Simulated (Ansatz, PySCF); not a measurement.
Isomers of CH5GaO: 1 is [CH3][GaH][OH], 2 is C[O][GaH2]; one conformer of each (the lowest of an xTB search), B3LYP-D3(BJ)/def2-TZVP minima.
Isomer 1 (charge 0, multiplicity 1, Z-matrix in Å and degrees):
```
Ga
O 1 1.8060
H 2 0.9617 1 114.58
H 1 1.5702 2 116.32 3 -0.10
C 1 1.9647 4 129.93 2 -179.99
H 5 1.0891 1 110.07 4 -179.98
H 5 1.0914 6 109.06 1 121.42
H 5 1.0915 6 109.07 7 117.15
```
Isomer 2 (charge 0, multiplicity 1, Z-matrix in Å and degrees):
```
O
C 1 1.4127
H 2 1.0944 1 109.74
H 2 1.0944 3 108.07 1 -119.65
H 2 1.0972 3 108.09 4 -116.76
Ga 1 1.7920 2 124.51 3 120.81
H 6 1.5554 1 113.56 2 179.99
H 6 1.5655 7 130.56 1 -179.99
```

No zero-point or thermal terms.

Frozen-core correlation. Filled d and f shells under p-block atoms count as core. Rows in 3-21G, 6-31G* carry no dispersion term and start afresh at each structure (6-31G* with six Cartesian d functions); the Pople sets are all-electron and without relativity.

Programs: Ansatz (a quantum-chemistry and plane-wave program); PySCF for 3-21G rows, 6-31G* rows, the dispersion terms. Values without a source in brackets are computed.

```
level               electronic energy of isomer 2 less that of isomer 1 (kcal/mol)
------------------  --------------------------------------------------------------
HF/3-21G                                                                     23.87
HF/6-31G*                                                                    14.92
PBE-D4/def2-TZVPP                                                            22.18
BLYP-D4/def2-TZVPP                                                           20.76
BP86/6-31G*                                                                    [?]
wB97M-V/def2-TZVPP                                                           22.66
B2PLYP/def2-TZVPP                                                            22.44
SCS-MP2/cc-pVDZ                                                                [?]
CCSD/cc-pVTZ                                                                 22.39
```

Task: What belongs in the gaps?

Result: 
- BP86/6-31G*, electronic energy of isomer 2 less that of isomer 1 (kcal/mol): 15.72
- SCS-MP2/cc-pVDZ, electronic energy of isomer 2 less that of isomer 1 (kcal/mol): 18.93
